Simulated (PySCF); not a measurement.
A structure optimised at r2SCAN-D4/def2-SVP, used in a PySCF frequency run:

```xyz
7

F     -2.3700    -1.4251     0.4518
C     -1.7005    -0.5129    -0.2419
Cl    -2.7353     0.7089    -0.8837
C     -0.4030    -0.5471    -0.4306
C      0.8894    -0.5428    -0.6080
Br     2.1060     0.3264     0.5737
H      1.4047    -1.0324    -1.4412
```

Question: Write its SMILES and formula.

Answer: FC(Cl)=C=CBr, C3HBrClF

Question: What are its rotational constants (standard atomic weights)?

Answer: 4.8123, 0.60519, 0.56563 GHz
